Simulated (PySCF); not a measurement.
# C7H5F5O: full NMR table

```yaml
Formula: C7H5F5O
SMILES: FC(F)(F)C(F)(F)C1C=COC=C1
InChI: InChI=1S/C7H5F5O/c8-6(9,7(10,11)12)5-1-3-13-4-2-5/h1-5H
Point_group_of_the_computed_structure: C1
Degrees_of_unsaturation: 3
Carbon_signals: 5
Proton_signals: 3
```

Bonds (- single, = double, # triple, : aromatic): F1-C2, C2-F3, C2-F4, C2-C5, C5-F6, C5-F7, C5-C8, C8-C9, C9=C10, C10-O11, O11-C12, C12=C13, C13-C8. C8 carries H14; C9 carries H15; C10 carries H16; C12 carries H17; C13 carries H18.

[PySCF 2.14: PBE0-D3(BJ)/def2-SVP geometry; σ from GIAO-PBE0/pcSseg-1; B3LYP/pcJ-1 coupling constants (spin–dipole term only in couplings to heteroatoms); one averaged value for each set of equivalent atoms; no solvent; one conformer; non-relativistic Hamiltonian]

Scale: ¹H and ¹³C against TMS; ¹⁹F vs CFCl3; ¹⁷O vs H2O (reference shieldings calculated alike).

```tsv
carbon	δC, type	δH (multiplicity, J in Hz)	HMBC from (abs. J ≥ 3 Hz)	span of the C tensor (ppm)
C2	124.8, C	–	H14	15
C5	116.3, C	–	H14	21
C8	40.0, CH	3.76 (m)	H16/H17	46
C9/C13	102.4, CH	4.83 (ddt, 7.8, 4.2, 1.2)	H16/H17, H15/H18, H14	177
C10/C12	150.2, CH	6.47 (ddd, 7.8, 2.3, 2.0)	H16/H17, H15/H18, H14	181
```

Other nuclei:
```json
{"atoms": "F1/F3/F4", "nucleus": "¹⁹F", "environment": "fluorine of a CF3 group", "δ (ppm)": "-89.1", "σ (ppm)": "266.4"}
{"atoms": "F6/F7", "nucleus": "¹⁹F", "environment": "fluorine of a CF2 group", "δ (ppm)": "-137.5", "σ (ppm)": "314.7"}
{"atoms": "O11", "nucleus": "¹⁷O", "environment": "ether oxygen", "δ (ppm)": "178.1", "σ (ppm)": "156.5"}
```

Selected couplings (Hz, signed; the shortest-range and largest first, 30 at most; isotopes ¹⁹F, ¹³C, ¹H): ¹J(F1,C2) -357.2, ¹J(C5,F6) -308.2, ¹J(C10,H16) 203.3, ¹J(C9,H15) 177.6, ¹J(C8,H14) 141.0, ²J(C2,F6) 37.3, ²J(F1,C5) 33.0, ²J(F6,C8) 25.2, ³J(F6,H14) 11.7, ³J(H15,H16) 7.8, ³J(F6,C9) 5.1, ³J(F1,F6) -4.6, ³J(H14,H15) 4.2, ⁴J(H14,H16) -2.3, ⁴J(F6,H15) -1.4, ⁴J(F1,H14) 1.4, ⁴J(F6,C10) 1.1, ⁴J(F6,H18) 1.1.

1. Carbon types of the structure: 2 × C, 5 × CH, which accounts for all hydrogens.
2. δC 150.2: alkene carbon bearing oxygen; an sp2 carbon further deshielded by the attached heteroatom.
3. δC 124.8: CF3 carbon; 3 electronegative neighbours deshield it.
4. δC 116.3: fully substituted sp3 carbon bonded to 2 F; 2 electronegative neighbours deshield it.
5. δC 102.4: β carbon of an enol-ether or enamine type C=C; the O or N lone pair pushes π density onto this β carbon and shields it.
6. δH 4.83: hydrogen on a β carbon of an enol-ether or enamine type C=C; lone-pair donation from O or N shields it, upfield of ordinary alkene protons.
7. The protons at 4.83 and 6.47 share a coupling of 7.8 Hz (vicinal, cis across C=C).

C–F couplings over four or more bonds (about 3 Hz to the para carbon of a fluoroarene) are left out. Common functionals overestimate the size of one-bond C–F couplings by tens of Hz; these are unscaled. Multiplet labels drop couplings under 1 Hz and merge nearly equal ones. Couplings among chemically equivalent protons are left out too, so labels in AA′BB′ or AA′XX′ sets are apparent multiplicities. Unscaled 3J(H,H) at this level run about 10 % above measured values. Shifts are as computed. Against solution values, carbons near 30 ppm lie about +2 ppm off and those near 130 ppm about +5 ppm. Of 1313 compounds with measured shifts, 239 miss one by over three times the rms of a fit or turn the order of signals round; such compounds aren't used in these exercises. Unscaled 19F shifts against computed CFCl3 carry errors that often reach 10 to 50 ppm. Experimental scales use liquid or dissolved standards, which lie at an offset from isolated H2O (liquid H2O: subtract about 36 ppm). Only one conformer was computed, so three-bond couplings in flexible chains and rings are approximate.
